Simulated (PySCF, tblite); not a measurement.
Isomers of C6H10FP, one GFN2-xTB conformer each. Single-point energies are computed at PBE0/pcSseg-1 (PySCF, gas phase, no added dispersion term), electronic only.

```
              SMILES  GFN2-xTB relative energy (kcal/mol)
     C/C=C/P1CC(F)C1                                 20.4
       CCP1C=C(F)CC1                                  6.5
     CC1=C(F)CP(C)C1                                  0.0
C=[P@@]1(C)CC=C(F)C1                                 42.2
```

Conformers: `[CH3:1]/[CH:2]=[CH:3]/[P:4]1[CH2:5][CH:6]([F:7])[CH2:8]1` with C2–C3–P4–C5 133°, C3–P4–C5–C6 -80°, P4–C5–C6–F7 -142°, C5–C6–C8–P4 21°, C3–P4–C8–C6 77°; `[CH3:1][CH2:2][P:3]1[CH:4]=[C:5]([F:6])[CH2:7][CH2:8]1` with C1–C2–P3–C4 -78°, C2–P3–C4–C5 -90°, C4–C5–C7–C8 -12°, C5–C7–C8–P3 17°, C2–P3–C8–C7 83°; `[CH3:1][C:2]1=[C:3]([F:4])[CH2:5][P:6]([CH3:7])[CH2:8]1` with C2–C3–C5–P6 -14°, C3–C5–P6–C7 -80°, C5–P6–C8–C2 -18°, C1–C2–C8–P6 -167°; `[CH2:1]=[P@@:2]1([CH3:3])[CH2:4][CH:5]=[C:6]([F:7])[CH2:8]1` with C1–P2–C4–C5 116°, P2–C4–C5–C6 16°, C5–C6–C8–P2 -16°, C1–P2–C8–C6 -98°.

**Question.** What does PBE0/pcSseg-1 give for the same structures?

**Answer.** 
| SMILES | PBE0/pcSseg-1 E (Eh) | PBE0/pcSseg-1 (kcal/mol) | GFN2-xTB (kcal/mol) | point group |
| --- | --- | --- | --- | --- |
| CC1=C(F)CP(C)C1 | -675.28589 | 0.0 | 0.0 | C1 |
| CCP1C=C(F)CC1 | -675.27637 | 6.0 | 6.5 | C1 |
| C/C=C/P1CC(F)C1 | -675.25093 | 21.9 | 20.4 | C1 |
| C=[P@@]1(C)CC=C(F)C1 | -675.22016 | 41.2 | 42.2 | C1 |

Both levels put the same isomer lowest; measured from each level's own lowest isomer, the values differ by up to 1.5 kcal/mol (C/C=C/P1CC(F)C1: 20.4 against 21.9). 

**Question.** Which frontier levels, dipoles and rotational constants go with these structures?

**Answer.** 
```tsv
SMILES	HOMO (eV, PBE0/pcSseg-1)	LUMO (eV)	dipole (D)	A, B, C (MHz)
CC1=C(F)CP(C)C1	-6.76	0.60	1.17	2535, 1374, 1093
CCP1C=C(F)CC1	-6.50	-0.01	1.70	2745, 1190, 994.3
C/C=C/P1CC(F)C1	-6.44	-0.19	2.10	3094, 943.4, 846.0
C=[P@@]1(C)CC=C(F)C1	-5.49	0.32	2.45	3156, 1141, 1080
```

**Question.** What happens when harmonic zero-point energies from GFN2-xTB frequencies are added?

**Answer.** 
```
              SMILES  ZPE (kcal/mol)  electronic (kcal/mol)  with ZPE (kcal/mol)
     CC1=C(F)CP(C)C1            89.9                    0.0                  0.0
       CCP1C=C(F)CC1            90.8                    6.0                  6.9
     C/C=C/P1CC(F)C1            90.0                   21.9                 22.0
C=[P@@]1(C)CC=C(F)C1            87.2                   41.2                 38.6
```

The zero-point energies span 3.6 kcal/mol. The order is unchanged.
